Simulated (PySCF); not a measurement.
Vertical excitations of a molecule C8H6 from PySCF 2.14.0 with TDA-B3LYP/def2-SVPD, as energy in eV (oscillator strength): 3.14 (0.001), 3.61 (0.008), 3.89 (0.025), 5.18 (0.751), 5.26 (0.000), 5.56 (0.008). Lowest triplet (TDA): 2.64 eV. The structure is a stationary point at B3LYP-D3(BJ)/def2-SVP. Other conformers were not sampled.

Which structure fits?
A. C#CC(=C)C(=C)C#C
B. C1=CC(=C2C=C2)C=C1
C. C#CCC(C#C)C#C
D. C1=CC2=CC=CC2=C1

B, C1=CC(=C2C=C2)C=C1
